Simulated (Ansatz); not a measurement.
Computed with Ansatz on PBE0-D4/def2-TZVP structures; ΔE is electronic, products minus reactants. CCSD(T)/CBS adds triple-zeta CCSD(T) − MP2 to the extrapolated MP2 energy (def2 sets, frozen cores). This one scheme is used for every species. Functionals use def2-TZVPP. B3LYP here is the variant with VWN-RPA as its local correlation; programs differ in this. Elements past krypton have def2 core potentials. For Mo outer-core shells are correlated without core-valence functions, which leaves a few kJ/mol of doubt a bond. One conformer a species, not always the lowest.

Reaction (ligand exchange at a Mo–Cl bond): `[OH][Mo]([F])(=[S])([Cl])[Cl]` + CH₃OH → `C[O][Mo]([OH])([F])(=[S])[Cl]` + HCl

Question: Is it downhill or uphill in electronic energy at CCSD(T)/CBS, and by how much? (Best estimate.)

Answer: Ansatz gave: Downhill: ΔE = -0.23 eV.

Question: What do these levels give: revPBE-D4, PBE0-D4, B3LYP-D4, PBE-QIDH, PBE, PBE0, r2SCANh, r2SCAN0, SCS-MP2/def2-TZVPP, MP2/def2-QZVPP, SCS-MP2/def2-QZVPP, MP2/CBS(def2)? (Best estimate.)

Answer: Ansatz gave: revPBE-D4 -0.22, PBE0-D4 -0.19, B3LYP-D4 -0.24, PBE-QIDH -0.17, PBE -0.20, PBE0 -0.17, r2SCANh -0.24, r2SCAN0 -0.21, SCS-MP2/def2-TZVPP -0.18, MP2/def2-QZVPP -0.10, SCS-MP2/def2-QZVPP -0.13, MP2/CBS(def2) -0.07 eV.

Largest T1 diagnostic among the species: 0.025, so the coupled-cluster value is less sure than usual.

From r2SCAN to r2SCAN0 (25 % exact exchange), in def2-TZVPP and without D4, ΔE moves by +0.05 eV. Leaving LDA and LC-ωPBE aside and taking each functional with its dispersion term where it has one, the values, not all of them listed here, spread over 0.14 eV, from CAM-B3LYP-D4 to PBE-QIDH. LDA lies −0.10 eV from PBE without D4.
